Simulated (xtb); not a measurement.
silanone (H2OSi), singlet, at a GFN2-xTB geometry, atoms displaced at random by about 0.1 Å a coordinate; GFN2-xTB (xtb).

Input for xtb:
```
$ xtb mol.xyz --gfn 2 --opt loose --json

# file mol.xyz
4

Si     0.07563486    -0.37443541     0.01460024
O     -0.09706122     1.02448467    -0.05352018
H     -0.92257754    -1.48776557     0.14058445
H      1.46434605    -1.13844150     0.06929314
```

It wrote (shortened):

```
   ID    Z sym.   atoms
    1   14 Si     1
    2    8 O      2
    3    1 H      3, 4

           -------------------------------------------------
          |                Calculation Setup                |
           -------------------------------------------------

           -------------------------------------------------
          |                 G F N 2 - x T B                 |
           -------------------------------------------------

          ...................................................
          :                      SETUP                      :
          :.................................................:
          :  # basis functions                  16          :
          :  # atomic orbitals                  15          :
          :  # shells                            7          :
          :  # electrons                        12          :
          :  max. iterations                   250          :
          :  Hamiltonian                  GFN2-xTB          :
          :  restarted?                      false          :
          :  GBSA solvation                  false          :
          :  PC potential                    false          :
          :  electronic temp.          300.0000000     K    :
          :  accuracy                    1.0000000          :
          :  -> integral cutoff          0.2500000E+02      :
          :  -> integral neglect         0.1000000E-07      :
          :  -> SCF convergence          0.1000000E-05 Eh   :
          :  -> wf. convergence          0.1000000E-03 e    :
          :  Broyden damping             0.4000000          :
          :  net charge                          0          :
          :  unpaired electrons                  0          :
          ...................................................

 iter      E             dE          RMSdq      gap      omega  full diag
   1     -6.8991416 -0.689914E+01  0.198E+01    5.51       0.0  T
   2     -6.9353730 -0.362313E-01  0.148E+01    4.76       1.0  T
   3     -6.9288810  0.649192E-02  0.247E+00    4.80       1.0  T
   4     -6.9392633 -0.103823E-01  0.110E+00    4.63       1.0  T
   5     -6.9395812 -0.317861E-03  0.442E-01    4.96       1.0  T
   6     -6.9399946 -0.413409E-03  0.386E-01    4.79       1.0  T
   7     -6.9401306 -0.136009E-03  0.170E-01    4.89       1.0  T
   8     -6.9401839 -0.533754E-04  0.314E-02    4.86       1.6  T
   9     -6.9401843 -0.349022E-06  0.263E-02    4.85       1.9  T
[...]
         :: total energy              -6.849668141637 Eh    ::
 * total energy  :    -6.8496681 Eh     change       -0.8348877E-13 Eh
 * total energy  :    -6.8681088 Eh     change       -0.1844067E-01 Eh
 * total energy  :    -6.8630592 Eh     change        0.5049603E-02 Eh
 * total energy  :    -6.8692480 Eh     change       -0.6188771E-02 Eh
 * total energy  :    -6.8691827 Eh     change        0.6527948E-04 Eh
 * total energy  :    -6.8696555 Eh     change       -0.4728231E-03 Eh
 * total energy  :    -6.8696663 Eh     change       -0.1079387E-04 Eh
   *** GEOMETRY OPTIMIZATION CONVERGED AFTER 7 ITERATIONS ***
         :: total energy              -6.869666316041 Eh    ::
[...]
        12                          0.0509468               1.3863
        13                          0.5715119              15.5516
        14                          0.7933427              21.5880
        15                          0.9206635              25.0525
      -------------------------------------------------------------
                  HL-Gap            0.1749959 Eh            4.7619 eV
             Fermi-level           -0.3364548 Eh           -9.1554 eV

     #   Z          covCN         q      C6AA      α(0)
     1  14 Si       2.612     0.469   176.579    29.172
     2   8 O        0.771    -0.357    20.868     6.123
     3   1 H        0.920    -0.056     4.241     3.221
     4   1 H        0.920    -0.057     4.261     3.228

 Mol. C6AA /au·bohr⁶  :        465.618202
 Mol. C8AA /au·bohr⁸  :      21070.672235
 Mol. α(0) /au        :         41.743870

Wiberg/Mayer (AO) data.
largest (>0.10) Wiberg bond orders for each atom

 ---------------------------------------------------------------------------
     #   Z sym  total        # sym  WBO       # sym  WBO       # sym  WBO
 ---------------------------------------------------------------------------
     1  14 Si   4.069 --     2 O    2.263     3 H    0.903     4 H    0.903
     2   8 O    2.351 --     1 Si   2.263
     3   1 H    0.997 --     1 Si   0.903
     4   1 H    0.997 --     1 Si   0.903
 ---------------------------------------------------------------------------

Topologies differ in total number of bonds
Writing topology from bond orders to xtbtopo.mol

molecular dipole:
                 x           y           z       tot (Debye)
 q only:        0.121      -0.826       0.056
   full:        0.214      -1.466       0.099       3.774
molecular quadrupole (traceless):
                xx          xy          yy          xz          yz          zz
 q only:        0.263       0.127      -1.379       0.012       0.148       1.116
  q+dip:        0.744      -0.023      -0.488      -0.012      -0.028      -0.256
   full:        0.270       0.348      -3.390       0.040       0.407       3.119

optimized geometry written to: xtbopt.xyz

           -------------------------------------------------
          | TOTAL ENERGY               -6.869666316041 Eh   |
          | GRADIENT NORM               0.000694605838 Eh/α |
          | HOMO-LUMO GAP               4.761881430109 eV   |
           -------------------------------------------------

normal termination of xtb
```
